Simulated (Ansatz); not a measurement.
Ansatz (a first-principles code) input (B3LYP-D3(BJ)/def2-TZVP):

Ansatz 0.2 input:
```yaml
crystal:
  periodic: [false, false, false]
  atoms:
    - {symbol: C, position_ang: [0.90505954, 0.06510673, -0.18716427]}
    - {symbol: C, position_ang: [-0.58490409, 0.04558283, -0.07273974]}
    - {symbol: Cl, position_ang: [-1.24849571, 1.69712304, -0.17532404]}
    - {symbol: Cl, position_ang: [-1.30564744, -0.94251567, -1.36991082]}
    - {symbol: Cl, position_ang: [-1.06908074, -0.67085324, 1.53350937]}
    - {symbol: Cl, position_ang: [1.78371125, 1.25939988, 0.64947005]}
    - {symbol: Cl, position_ang: [1.72651660, -1.38222091, -0.54601373]}
basis:
  gaussian:
    orbitals: def2-TZVP
hamiltonian:
  xc: b3lyp
  dispersion: d3bj
magnetization: {spin_polarized: true, initial_magnetization: 1}
phonons: {temperatures: {t_min: 298.15, t_max: 298.15, t_step: 100}}
```

Output:

```
Functional definition: B3LYP
integrals: 0.29 GiB planned
1675 factors; their error is unknown
mean field: 3.30 GiB planned
mean field evaluation 1: about -64687.6184 eV, gradient 1.9e1 eV
mean field evaluation 2: about -64684.2763 eV, gradient 3.3e1 eV
mean field evaluation 4: about -64689.3722 eV, gradient 2.2e0 eV
mean field evaluation 8: about -64689.3933 eV, gradient 1.0e-1 eV
mean field evaluation 16: about -64689.5384 eV, gradient 3.3e-4 eV
mean field -64689.53844422 eV, -2377.2966896812 hartree, gradient 4.4e-5 eV, S^2 0.755071; 0 other end points of the search recorded, 0 dependent functions left out
the calculation of the forces begins
reference -64689.53874128 eV, -2377.2967005978 hartree; 49, 48 occupied and 198, 199 virtual orbitals, 1675 factors
these checks for a lower state are left out or cut short: stability, starts, cluster_reference, orbital_swaps, neighbouring_geometries, increment
integrals: 0.29 GiB planned
1675 factors; their error is unknown
mean field: 3.30 GiB planned
mean field -64689.53842198 eV, -2377.2966888638 hartree, gradient 1.7e-6 eV, S^2 0.755062; 0 other end points of the search recorded, 0 dependent functions left out
the calculation of the forces begins
reference -64689.53871904 eV, -2377.2966997806 hartree; 49, 48 occupied and 198, 199 virtual orbitals, 1675 factors
these checks for a lower state are left out or cut short: stability, starts, cluster_reference, orbital_swaps, neighbouring_geometries, increment
integrals: 0.29 GiB planned
1675 factors; their error is unknown
mean field: 3.30 GiB planned
mean field evaluation 32: about -64689.5384 eV, gradient 2.3e-4 eV
mean field -64689.53842051 eV, -2377.2966888098 hartree, gradient 2.0e-6 eV, S^2 0.755080; 0 other end points of the search recorded, 0 dependent functions left out
the calculation of the forces begins
reference -64689.53871756 eV, -2377.2966997260 hartree; 49, 48 occupied and 198, 199 virtual orbitals, 1675 factors
these checks for a lower state are left out or cut short: stability, starts, cluster_reference, orbital_swaps, neighbouring_geometries, increment
integrals: 0.29 GiB planned
1675 factors; their error is unknown
mean field: 3.30 GiB planned
mean field -64689.53831777 eV, -2377.2966850341 hartree, gradient 2.3e-6 eV, S^2 0.755067; 0 other end points of the search recorded, 0 dependent functions left out
the calculation of the forces begins
reference -64689.53861482 eV, -2377.2966959506 hartree; 49, 48 occupied and 198, 199 virtual orbitals, 1675 factors
these checks for a lower state are left out or cut short: stability, starts, cluster_reference, orbital_swaps, neighbouring_geometries, increment
integrals: 0.29 GiB planned
1675 factors; their error is unknown
mean field: 3.30 GiB planned
mean field -64689.53834432 eV, -2377.2966860097 hartree, gradient 2.6e-6 eV, S^2 0.755075; 0 other end points of the search recorded, 0 dependent functions left out
the calculation of the forces begins
reference -64689.53864137 eV, -2377.2966969262 hartree; 49, 48 occupied and 198, 199 virtual orbitals, 1675 factors
these checks for a lower state are left out or cut short: stability, starts, cluster_reference, orbital_swaps, neighbouring_geometries, increment
integrals: 0.29 GiB planned
1675 factors; their error is unknown
mean field: 3.30 GiB planned
mean field -64689.53839618 eV, -2377.2966879157 hartree, gradient 2.0e-6 eV, S^2 0.755086; 0 other end points of the search recorded, 0 dependent functions left out
the calculation of the forces begins
reference -64689.53869323 eV, -2377.2966988320 hartree; 49, 48 occupied and 198, 199 virtual orbitals, 1675 factors
these checks for a lower state are left out or cut short: stability, starts, cluster_reference, orbital_swaps, neighbouring_geometries, increment
integrals: 0.29 GiB planned
[...]
the calculation of the forces begins
reference -64689.53880722 eV, -2377.2967030212 hartree; 49, 48 occupied and 198, 199 virtual orbitals, 1675 factors
these checks for a lower state are left out or cut short: stability, starts, cluster_reference, orbital_swaps, neighbouring_geometries, increment
integrals: 0.29 GiB planned
1675 factors; their error is unknown
mean field: 3.30 GiB planned
mean field -64689.53850791 eV, -2377.2966920216 hartree, gradient 2.8e-6 eV, S^2 0.755071; 0 other end points of the search recorded, 0 dependent functions left out
the calculation of the forces begins
reference -64689.53880498 eV, -2377.2967029388 hartree; 49, 48 occupied and 198, 199 virtual orbitals, 1675 factors
these checks for a lower state are left out or cut short: stability, starts, cluster_reference, orbital_swaps, neighbouring_geometries, increment
integrals: 0.29 GiB planned
1675 factors; their error is unknown
mean field: 3.30 GiB planned
mean field evaluation 96: about -64689.5383 eV, gradient 2.3e-6 eV
mean field -64689.53828033 eV, -2377.2966836582 hartree, gradient 2.3e-6 eV, S^2 0.755071; 0 other end points of the search recorded, 0 dependent functions left out
the calculation of the forces begins
reference -64689.53857736 eV, -2377.2966945740 hartree; 49, 48 occupied and 198, 199 virtual orbitals, 1675 factors
these checks for a lower state are left out or cut short: stability, starts, cluster_reference, orbital_swaps, neighbouring_geometries, increment
integrals: 0.29 GiB planned
1675 factors; their error is unknown
mean field: 3.30 GiB planned
mean field -64689.53841303 eV, -2377.2966885348 hartree, gradient 1.5e-6 eV, S^2 0.755072; 0 other end points of the search recorded, 0 dependent functions left out
the calculation of the forces begins
reference -64689.53871007 eV, -2377.2966994509 hartree; 49, 48 occupied and 198, 199 virtual orbitals, 1675 factors
these checks for a lower state are left out or cut short: stability, starts, cluster_reference, orbital_swaps, neighbouring_geometries, increment
integrals: 0.29 GiB planned
1675 factors; their error is unknown
mean field: 3.30 GiB planned
mean field -64689.53845351 eV, -2377.2966900226 hartree, gradient 1.9e-6 eV, S^2 0.755070; 0 other end points of the search recorded, 0 dependent functions left out
the calculation of the forces begins
reference -64689.53875058 eV, -2377.2967009396 hartree; 49, 48 occupied and 198, 199 virtual orbitals, 1675 factors
these checks for a lower state are left out or cut short: stability, starts, cluster_reference, orbital_swaps, neighbouring_geometries, increment
integrals: 0.29 GiB planned
1675 factors; their error is unknown
mean field: 3.30 GiB planned
mean field -64689.53826149 eV, -2377.2966829660 hartree, gradient 1.7e-6 eV, S^2 0.755063; 0 other end points of the search recorded, 0 dependent functions left out
the calculation of the forces begins
reference -64689.53855850 eV, -2377.2966938809 hartree; 49, 48 occupied and 198, 199 virtual orbitals, 1675 factors
these checks for a lower state are left out or cut short: stability, starts, cluster_reference, orbital_swaps, neighbouring_geometries, increment
integrals: 0.29 GiB planned
1675 factors; their error is unknown
mean field: 3.30 GiB planned
mean field -64689.53854460 eV, -2377.2966933701 hartree, gradient 1.9e-6 eV, S^2 0.755079; 0 other end points of the search recorded, 0 dependent functions left out
the calculation of the forces begins
reference -64689.53884170 eV, -2377.2967042882 hartree; 49, 48 occupied and 198, 199 virtual orbitals, 1675 factors
these checks for a lower state are left out or cut short: stability, starts, cluster_reference, orbital_swaps, neighbouring_geometries, increment
integrals: 0.29 GiB planned
1675 factors; their error is unknown
mean field: 3.30 GiB planned
mean field evaluation 128: about -64689.5384 eV, gradient 2.7e-6 eV
mean field -64689.53835972 eV, -2377.2966865757 hartree, gradient 2.6e-6 eV, S^2 0.755070; 0 other end points of the search recorded, 0 dependent functions left out
the calculation of the forces begins
reference -64689.53865675 eV, -2377.2966974914 hartree; 49, 48 occupied and 198, 199 virtual orbitals, 1675 factors
these checks for a lower state are left out or cut short: stability, starts, cluster_reference, orbital_swaps, neighbouring_geometries, increment
integrals: 0.29 GiB planned
1675 factors; their error is unknown
mean field: 3.30 GiB planned
mean field -64689.53850658 eV, -2377.2966919728 hartree, gradient 1.3e-6 eV, S^2 0.755071; 0 other end points of the search recorded, 0 dependent functions left out
the calculation of the forces begins
reference -64689.53880366 eV, -2377.2967028901 hartree; 49, 48 occupied and 198, 199 virtual orbitals, 1675 factors
these checks for a lower state are left out or cut short: stability, starts, cluster_reference, orbital_swaps, neighbouring_geometries, increment
integrals: 0.29 GiB planned
1675 factors; their error is unknown
mean field: 3.30 GiB planned
mean field -64689.53857747 eV, -2377.2966945780 hartree, gradient 2.1e-6 eV, S^2 0.755075; 0 other end points of the search recorded, 0 dependent functions left out
the calculation of the forces begins
reference -64689.53887456 eV, -2377.2967054958 hartree; 49, 48 occupied and 198, 199 virtual orbitals, 1675 factors
these checks for a lower state are left out or cut short: stability, starts, cluster_reference, orbital_swaps, neighbouring_geometries, increment
integrals: 0.29 GiB planned
1675 factors; their error is unknown
mean field: 3.30 GiB planned
mean field -64689.53825055 eV, -2377.2966825637 hartree, gradient 1.8e-6 eV, S^2 0.755066; 0 other end points of the search recorded, 0 dependent functions left out
the calculation of the forces begins
reference -64689.53854757 eV, -2377.2966934790 hartree; 49, 48 occupied and 198, 199 virtual orbitals, 1675 factors
these checks for a lower state are left out or cut short: stability, starts, cluster_reference, orbital_swaps, neighbouring_geometries, increment
integrals: 0.29 GiB planned
1675 factors; their error is unknown
mean field: 3.30 GiB planned
mean field -64689.53850189 eV, -2377.2966918003 hartree, gradient 2.8e-6 eV, S^2 0.755077; 0 other end points of the search recorded, 0 dependent functions left out
the calculation of the forces begins
reference -64689.53879897 eV, -2377.2967027178 hartree; 49, 48 occupied and 198, 199 virtual orbitals, 1675 factors
these checks for a lower state are left out or cut short: stability, starts, cluster_reference, orbital_swaps, neighbouring_geometries, increment
integrals: 0.29 GiB planned
1675 factors; their error is unknown
mean field: 3.30 GiB planned
mean field -64689.53830051 eV, -2377.2966843997 hartree, gradient 2.1e-6 eV, S^2 0.755064; 0 other end points of the search recorded, 0 dependent functions left out
the calculation of the forces begins
reference -64689.53859754 eV, -2377.2966953153 hartree; 49, 48 occupied and 198, 199 virtual orbitals, 1675 factors
these checks for a lower state are left out or cut short: stability, starts, cluster_reference, orbital_swaps, neighbouring_geometries, increment
integrals: 0.29 GiB planned
1675 factors; their error is unknown
mean field: 3.30 GiB planned
mean field evaluation 160: about -64689.3945 eV, gradient 2.2e-1 eV
mean field -64689.53846859 eV, -2377.2966905765 hartree, gradient 2.5e-6 eV, S^2 0.755072; 0 other end points of the search recorded, 0 dependent functions left out
the calculation of the forces begins
reference -64689.53876565 eV, -2377.2967014934 hartree; 49, 48 occupied and 198, 199 virtual orbitals, 1675 factors
these checks for a lower state are left out or cut short: stability, starts, cluster_reference, orbital_swaps, neighbouring_geometries, increment
integrals: 0.29 GiB planned
1675 factors; their error is unknown
mean field: 3.30 GiB planned
mean field -64689.53838514 eV, -2377.2966875098 hartree, gradient 1.8e-6 eV, S^2 0.755069; 0 other end points of the search recorded, 0 dependent functions left out
the calculation of the forces begins
reference -64689.53868218 eV, -2377.2966984260 hartree; 49, 48 occupied and 198, 199 virtual orbitals, 1675 factors
Total energy: -64690.21718742 eV, -2377.3216330335 hartree
Atom 0 at     0.905060     0.065107    -0.187164 Å, force    -0.000055     0.000099    -0.000216 eV/Å
Atom 1 at    -0.584904     0.045583    -0.072740 Å, force     0.000374     0.000042    -0.000112 eV/Å
Atom 2 at    -1.248496     1.697123    -0.175324 Å, force    -0.000105     0.000089     0.000006 eV/Å
Atom 3 at    -1.305647    -0.942516    -1.369911 Å, force    -0.000109    -0.000060    -0.000061 eV/Å
Atom 4 at    -1.069081    -0.670853     1.533509 Å, force    -0.000119    -0.000101     0.000228 eV/Å
Atom 5 at     1.783711     1.259400     0.649470 Å, force     0.000005    -0.000115     0.000041 eV/Å
Atom 6 at     1.726517    -1.382221    -0.546014 Å, force     0.000008     0.000045     0.000113 eV/Å
Dipole moment:     0.156395     0.014189    -0.038834 e Å
Vibrations: 39.60 128.30 172.86 228.81 231.26 260.10 326.65 338.50 406.88 451.75 622.67 725.95 776.63 950.71 1122.58 cm⁻¹, zero-point energy 0.420507 eV
```

It need not be the lowest isomer of its formula.
